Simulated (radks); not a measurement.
Results of a calculation; reference values are marked as such.
Orbital eigenvalues (eV) of the strontium ion Sr28+, [Ne], at several levels of relativity; Dirac values are averaged over j with weights 2j + 1. Spin-unpolarised spherical Kohn-Sham, PBE, point nucleus unless stated (finite: rms radius 4.224 fm), a radial shooting solver on a logarithmic mesh with Libxc functionals. A level marked "c x" has the speed of light scaled by that factor and shares open shells by 2j + 1; other Dirac levels either fill j = l - 1/2 first or share by 2j + 1.

shell,non-rel.,"scalar-rel., finite nucleus","Dirac, 2j+1 shares","Dirac, 2j+1 shares, finite nucleus","change of magnitude, last against first (%)"
1s,-17048,-17383,-17378,-17378,+1.94
2s,-3432.0,-3516.5,-3515.8,-3515.8,+2.44
2p,-3264.9,-3292.3,-3292.6,-3292.6,+0.85
